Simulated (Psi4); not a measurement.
**How methods differ on CuOH (SMILES [OH][Cu])**

The species is CuOH (3 atoms), meant as a singlet with charge 0. SMILES: `[OH][Cu]`. The shape was relaxed beforehand at PBE0/def2-TZVP.

```xyz
3

O    -0.3941   -0.4547   -0.2325
Cu    1.1087   -0.0115    0.6238
H    -0.8828    0.3471   -0.4398
```

Quantity: the dipole moment, in D. The values are calculated.

```
                                 level                    kind  program  value (D)  CPU time
   PBE-D4/def2-TZVPP (density fitting)                     GGA     Psi4       3.25      30 s
r2SCAN-D4/def2-TZVPP (density fitting)                meta-GGA     Psi4       3.55      58 s
 B3LYP-D4/def2-TZVPP (density fitting)           global hybrid     Psi4       3.80      28 s
  PBE0-D4/def2-TZVPP (density fitting)           global hybrid     Psi4       4.02      27 s
  wB97M-V/def2-TZVPP (density fitting)  range-separated hybrid     Psi4       4.26      62 s
```

The values span 3.25 to 4.26 D. Magnitudes only. CPU times are rough (shared hosts, several kinds of processor): they show what a rung costs within a factor of a few.
